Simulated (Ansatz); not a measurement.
Relaxation of CHF₂NSi (6 atoms, charge 0, multiplicity 1), to a largest force component of 0.02 eV/Å in at most 50 steps.

Level of theory: RKS B3LYP-D4/cc-pVDZ (Ansatz).

```xyz
6
Properties=species:S:1:pos:R:3:forces:R:3
N 0.402 -2.405 0.764 -0.99 5.04 -1.57
C 0.181 -1.267 0.399 0.84 -4.41 1.22
Si -0.120 0.516 -0.155 4.59 -0.05 3.61
F -1.361 0.639 -1.011 -4.48 0.12 -2.98
F 1.144 1.003 -1.066 0.06 -0.26 0.03
H -0.205 1.450 1.022 -0.02 -0.45 -0.31
```

Task: Where does it end, and by what steps?

Result: The forces met the threshold. After 4 steps the energy has fallen by 0.477 eV; F4 moved furthest, 0.10 Å.

| step | energy less start (eV) | largest force component (eV/Å) | accepted |
| --- | --- | --- | --- |
| 0 | 0.0000 | 5.036 | yes |
| 1 | -0.3819 | 2.456 | yes |
| 2 | -0.4714 | 0.526 | yes |
| 3 | -0.4763 | 0.033 | yes |
| 4 | -0.4766 | 0.008 | yes |

```xyz
6
Properties=species:S:1:pos:R:3
N 0.367 -2.329 0.731
C 0.196 -1.234 0.380
Si -0.076 0.528 -0.120
F -1.430 0.573 -1.023
F 1.183 0.968 -1.052
H -0.199 1.430 1.038
```

Time of the run: 19 s on 1 thread of Arm Neoverse V1, on a shared host, peak memory 0.15 GiB.
